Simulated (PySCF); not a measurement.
Electronic structure of In- (indium, charge -1) at the HSE06 level

Configuration: [Kr] 4d10 5s2 5p2, high-spin 3P determinant. All numbers are calculated (PySCF 2.14, scalar relativity through the core potential, in aug-cc-pVDZ-PP with ECP28MDF).

| Quantity | Value |
| --- | --- |
| Total energy | -190.1266 hartree |
| One-electron energy | -338.6603 hartree |
| Hartree (Coulomb) energy | 165.3271 hartree |
| Exchange-correlation energy | -16.7934 hartree |
| ⟨S²⟩ | 2.0026 |
| ⟨L²⟩ | 2.006 |
| Sum of ⟨r⟩ | 34.58 bohr |
| Sum of ⟨r²⟩ | 104.1 bohr² |
| Traceless quadrupole moment −½Σ⟨3z² − r²⟩ along its main axis | 12.5 e·bohr² |

| shell | electrons | mean orbital energy (hartree) | spread (hartree) | rms radius, mean of both spins (bohr) |
| --- | --- | --- | --- | --- |
| 4s α | 1 | -4.50704 | 0 | 0.910 |
| 4s β | 1 | -4.50570 | 0 | 0.910 |
| 4p α | 3 | -2.90013 | 0.00585 | 0.994 |
| 4p β | 3 | -2.89869 | 0.00801 | 0.994 |
| 4d α | 5 | -0.56921 | 0.00724 | 1.29 |
| 4d β | 5 | -0.56607 | 0.01029 | 1.29 |
| 5s α | 1 | -0.16096 | 0 | 2.91 |
| 5s β | 1 | -0.12676 | 0 | 2.91 |
| 5p α | 2 | 0.04019 | 0 | 5.61 |

Energies and moments cover only the electrons outside the core potential. At HSE06 the highest occupied level has a positive energy, so only the finite basis holds that electron; in a semilocal or global hybrid functional this comes from self-interaction and does not mean that the real anion is unbound.
